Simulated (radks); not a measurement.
The numbers below are computed, except where a source is named.
Question: Ionisation of the sulfur ion S+, [Ne] 3s2 3p3, to S2+, [Ne] 3s2 3p2, under several functionals. Scalar-relativistic Kohn-Sham, spin-polarised, spherical densities, point nucleus; open shells are filled with parallel spins first; a radial shooting solver on a logarithmic mesh with Libxc functionals. The NIST Atomic Spectra Database gives 23.338 eV (measured). Rank these functionals by the error of their Delta-SCF ionisation energy: HCTH/407; B86b exchange with PBE correlation; LDA (Slater exchange, Perdew-Wang correlation); OLYP; LDA (Slater exchange, VWN5 correlation); exchange-only LDA; Wu-Cohen GGA; SOGGA.

Answer: From best to worst: LDA (Slater exchange, VWN5 correlation) 23.337 eV (0.000); LDA (Slater exchange, Perdew-Wang correlation) 23.327 eV (-0.010); Wu-Cohen GGA 23.351 eV (+0.013); OLYP 23.315 eV (-0.022); B86b exchange with PBE correlation 23.395 eV (+0.058); SOGGA 23.245 eV (-0.093); HCTH/407 23.836 eV (+0.498); exchange-only LDA 22.330 eV (-1.008). Open shells are spherical and high-spin; term and fine-structure splittings are not resolved.
